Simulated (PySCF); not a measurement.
A structure optimised at B3LYP-D3(BJ)/def2-SVP, used in a PySCF frequency run:

```
O
C 1 1.4002
H 2 1.1027 1 110.27
H 2 1.1027 3 108.66 1 120.97
H 2 1.1027 3 108.66 4 118.06
Zr 1 1.8872 3 149.87 2 -180.00
H 6 1.8681 1 106.99 3 180.00
H 6 1.8681 7 111.83 1 116.85
H 6 1.8681 7 111.83 1 -116.85
```

Problem. Write its SMILES, formula and point group.

Solution. C[O][ZrH3], CH6OZr, C3v

Problem. What are its rotational constants (standard atomic weights)?

Solution. 39.215, 2.7337, 2.7337 GHz
